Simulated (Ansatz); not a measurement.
Total energies of CH₃AlBF, SMILES `[F][Al]1[BH][CH2]1`.

Cartesian coordinates in Å:
```
F -0.7756 -0.5060 -2.5431
Al -0.7256 -0.7704 -0.9189
B -0.2443 -0.5168 0.9679
C 0.4786 0.5666 0.3119
H -0.3621 -0.8958 2.0822
H 0.5262 0.8443 -0.7569
H 1.1027 1.2781 0.8570
```

Total charge 0; spin multiplicity 1. All single points use the PBE0-D4/def2-TZVP geometry. Basis def2-TZVPP, the Gaussian-basis code of Ansatz.

RPA on PBE orbitals: Hartree–Fock energy of these orbitals -405.68430 Eh, correlation -0.97299 Eh (frozen core).

```tsv
functional	energy without D4 (Eh)	D4 term (kJ/mol)
CAM-B3LYP	-407.05754	-8.9
ωB97X-V	-407.02152	–
```

Task: Give the same for LDA (SPW92), PBE, revPBE, BLYP, r2SCAN, B97M-V, PBE0, B3LYP, r2SCANh, r2SCAN0, HSE06 (plane-wave form), BHLYP, LC-ωPBE, ωB97M-V, B2PLYP, PBE-QIDH. (Best estimate.)

Result: Computed: 
| functional | energy without D4 (Eh) | D4 term (kJ/mol) |
| --- | --- | --- |
| LDA (SPW92) | -404.77755 | – |
| PBE | -406.79280 | -10.5 |
| revPBE | -407.01523 | -31.4 |
| BLYP | -407.08725 | -23.2 |
| r2SCAN | -407.00989 | -2.4 |
| B97M-V | -407.03810 | – |
| PBE0 | -406.82225 | -8.7 |
| B3LYP | -407.14933 | -17.1 |
| r2SCANh | -406.99914 | -2.5 |
| r2SCAN0 | -406.98389 | -2.8 |
| HSE06 (plane-wave form) | -406.80801 | -8.2 |
| BHLYP | -407.04276 | -13.6 |
| LC-ωPBE | -406.92159 | – |
| ωB97M-V | -407.04628 | – |
| B2PLYP | -406.88807 | – |
| PBE-QIDH | -406.70894 | – |

B3LYP takes the VWN-RPA correlation (the form of Gaussian; ORCA's B3LYP/G). HSE06 is the plane-wave form, built on full-range PBE exchange. The double hybrids freeze the cores in their second-order part.

LC-ωPBE has ω = 0.4 bohr⁻¹.
